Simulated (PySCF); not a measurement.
## Bond curve of NaZn⁺

Set-up: PySCF, no relativity, basis sets Na 6-31G(d,p), Zn 6-31G(d,p). Energies in eV from Na⁺ + Zn in their ground configurations at the same level. State: ¹Σ⁺ (singlet), closed shell.

All columns are PBE0. A positive dipole points towards Zn; it is taken about the centre of mass and depends on that origin.

```csv
R (Å),E (eV),μ (D),Mulliken charge on Na (basis-dependent),HOMO (eV),LUMO (eV),Mayer bond order,⟨S²⟩
2.357,-0.543,-4.90,0.61,-12.04,-6.18,0.66,0.00
2.467,-0.699,-5.19,0.64,-11.90,-6.19,0.62,0.00
2.576,-0.785,-5.50,0.66,-11.76,-6.20,0.58,0.00
2.659,-0.815,-5.75,0.68,-11.65,-6.20,0.55,0.00
2.741,-0.823,-6.02,0.70,-11.54,-6.20,0.52,0.00
2.823,-0.815,-6.29,0.72,-11.43,-6.21,0.49,0.00
2.933,-0.786,-6.68,0.74,-11.29,-6.21,0.45,0.00
3.070,-0.732,-7.18,0.77,-11.11,-6.22,0.41,0.00
3.234,-0.655,-7.81,0.80,-10.90,-6.23,0.36,0.00
3.454,-0.549,-8.70,0.84,-10.64,-6.26,0.29,0.00
```

A fit through these points gives, at Re = 2.736 Å, μ = -6.00 D and dμ/dR = -3.26 D/Å; the reduced mass is 16.91 u.

**Question.** How strong is the fundamental in the double-harmonic approximation, I = 42.26·(dμ/dR)²/μred km/mol?

**Answer.** I = 42.26·(-3.26)²/16.91 = 26.6 km/mol at PBE0.

Closed-shell solutions of metal pairs were not tested for spin polarisation, which can lower them a little. For an ion De counts to the pair picked by the measured ionisation energies or electron affinities, which need not be the lowest pair at this level.
